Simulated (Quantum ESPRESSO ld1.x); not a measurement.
Q: Tm2+, 67 electrons, occupied as [Xe] 4f12 6p1 (not the ground configuration). Calculated with ld1.x of Quantum ESPRESSO 7.5: non-relativistic Kohn-Sham, LDA (Slater exchange, Perdew-Wang correlation), spin-polarised, spherical densities, point nucleus; open shells are filled with parallel spins first; relativity is left out, which matters for an element this heavy. Some entries of the table are withheld. Estimate them.

| orbital | occ. | eigenvalue (eV) | r(max) (bohr) |
|---|---|---|---|
| 1s up | 1 | -55060.3 | 0.015 |
| 1s down | 1 | -55060.3 | 0.015 |
| 2s up | 1 | -8926.34 | 0.080 |
| 2s down | 1 | -8926.27 | 0.080 |
| 2p up | 3 | -8530.38 | 0.062 |
| 2p down | 3 | -8530.33 | 0.062 |
| 3s up | 1 | -2010.93 | 0.220 |
| 3s down | 1 | -2009.75 | 0.220 |
| 3p up | 3 | -1830.31 | 0.208 |
| 3p down | 3 | -1829.24 | 0.208 |
| 3d up | 5 | -1492.56 | 0.165 |
| 3d down | 5 | -1491.77 | 0.165 |
| 4s up | 1 | -404.948 | 0.497 |
| 4s down | 1 | -403.082 | 0.497 |
| 4p up | 3 | -331.984 | 0.501 |
| 4p down | 3 | -330.135 | 0.501 |
| 4d up | 5 | -200.182 | 0.501 |
| 4d down | 5 | -198.366 | 0.501 |
| 5s up | 1 | -67.3358 | 1.17 |
| 5s down | 1 | -66.6036 | 1.17 |
| 5p up | 3 | (1) | 1.27 |
| 5p down | 3 | (2) | 1.28 |
| 4f up | 7 | (3) | 0.482 |
| 4f down | 5 | (4) | 0.482 |
| 6p up | 1 | -13.1330 | (5) |
| 6p down | 0 | -12.1832 | (6) |

A: 
(1) 5p up eigenvalue (eV): -47.3697
(2) 5p down eigenvalue (eV): -46.7543
(3) 4f up eigenvalue (eV): -34.0743
(4) 4f down eigenvalue (eV): -32.4159
(5) 6p up r(max) (bohr): 3.50
(6) 6p down r(max) (bohr): 3.50
